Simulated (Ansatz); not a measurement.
**Question.** Name a neutral molecule of C, Ge, O and H with zero-point energy (PBE0-D4/def2-TZVP) between 189 and 205 kJ/mol and LUMO energy (ωB97M-V/def2-TZVPP) between 2.05 and 2.35 eV (Ansatz, PBE0-D4/def2-TZVP geometry).

**Answer.** `[CH3][GeH2][O]C=O` (201.5 kJ/mol, 2.15 eV). Other molecules can fit too; these were computed, each in one conformer that needn't be the lowest.
